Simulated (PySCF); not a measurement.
C5H10FSi2 (doublet state).
Atom-mapped SMILES: `[CH3:1][C:2]#[C:3][Si@H:4]([CH:5][F:6])[CH2:7][SiH3:8]` (hydrogens: H9, H10, H11 on C1; H12 on Si4; H13 on C5; H14, H15 on C7; H16, H17, H18 on Si8)

Structure used (GFN2-xTB), in Å, numbered top down from 1:
```xyz
18
C5H10FSi2 angstrom
C      3.571    0.095    0.002
C      2.155    0.343   -0.155
C      0.978    0.567   -0.281
Si    -0.835    0.834   -0.480
C     -1.127    2.533    0.220
F     -2.362    3.061    0.259
C     -1.812   -0.475    0.509
Si    -1.630   -2.254   -0.129
H      4.142    0.833   -0.561
H      3.846    0.162    1.054
H      3.818   -0.900   -0.367
H     -1.222    0.778   -1.900
H     -0.401    3.213    0.641
H     -2.868   -0.199    0.501
H     -1.497   -0.437    1.552
H     -2.124   -2.335   -1.505
H     -2.419   -3.159    0.715
H     -0.222   -2.653   -0.086
```

The hyperfine couplings belong to this conformer and change with its torsions.

The calculation used PySCF 2.14.0, UKS B3LYP, pcH-1 on C F H Si, non-relativistic, mean-field spin-orbit, GIAO. Isolated species at its GFN2-xTB geometry (one conformer only). A GFN2-xTB geometry isn't a minimum of the functional, and hyperfine couplings can be far from their values at a DFT geometry. No stability test was run, so a lower SCF solution isn't excluded.

Principal values of hyperfine tensors in MHz (contact, dipolar and spin–orbit terms together), for some of the nuclei:

```
atom  isotope       A1       A2      A3
  F6      19F  -131.14  -102.12  691.77
  C5      13C    12.92    16.67  249.13
 H13       1H   -96.31   -61.67  -22.37
 Si4     29Si    43.60    44.50   49.29
  C7      13C    21.90    22.10   30.65
 Si8     29Si    -5.68    -2.77   -2.74
  C3      13C    -3.74    -3.71   -1.98
 H17       1H     1.61     1.82    3.11
```

**Question.** Split each tensor into its isotropic and traceless parts, and turn a_iso into mT with g = 2.0041.

**Answer.** a_iso is a third of the trace, T = A − a_iso, and a(mT) = a(MHz)/(g × 13.996). The tensors hold a spin–orbit part: the run splits a_iso into a_FC + a_SO, and T includes its anisotropic share.

```
atom  a_iso (MHz)    a_FC   a_SO  a_iso (mT)       T1       T2      T3
  F6       152.84  151.94   0.90       5.449  -283.98  -254.96  538.93
  C5        92.91   92.82   0.09       3.312   -79.98   -76.24  156.22
 H13       -60.11  -60.17   0.05      -2.143   -36.19    -1.55   37.74
 Si4        45.79   45.85  -0.06       1.633    -2.20    -1.29    3.49
  C7        24.88   24.89   0.00       0.887    -2.99    -2.78    5.77
 Si8        -3.73   -3.74   0.01      -0.133    -1.94     0.96    0.99
  C3        -3.14   -3.14   0.00      -0.112    -0.60    -0.57    1.16
 H17         2.18    2.18   0.00       0.078    -0.57    -0.36    0.93
```

**Question.** What spin density at the nucleus of C5 lies behind its contact coupling (g_N = 1.40482)?

**Answer.** a_FC = (2μ0/3) gₑ μB g_N μN ρ(0)/(2S·h) = 800.24 MHz × g_N × ρ(0)/(2S), with ρ in bohr⁻³. With a_FC = 92.82 MHz and 2S = 1, ρ(0) = 0.08257 bohr⁻³.

**Question.** H12 (1H, g_N = 5.58569) isn't in the table. Its spin density at the nucleus is 0.01074 bohr⁻³. What is its contact coupling?

**Answer.** By the same relation, a_FC = 48.0 MHz. Its full tensor has the principal values 44.55, 46.09, 53.33 MHz.

**Question.** Which nucleus of the table has the largest anisotropic coupling, and what is its form?

**Answer.** F6: -284.0, -255.0, 538.9 MHz (the dipolar term alone has -286.4, -253.8, 540.2), nearly axial, close to the ratio −1:−1:+2.

**Question.** What first-order splitting does C5 cause when the field lies along A1, A2 or A3 of its tensor (g taken as isotropic, no quadrupole term)?

**Answer.** 2 lines (I = 1/2), spaced by |A_i|/(g × 13.996): 0.46, 0.59, 8.88 mT along the axes of A1, A2 and A3.
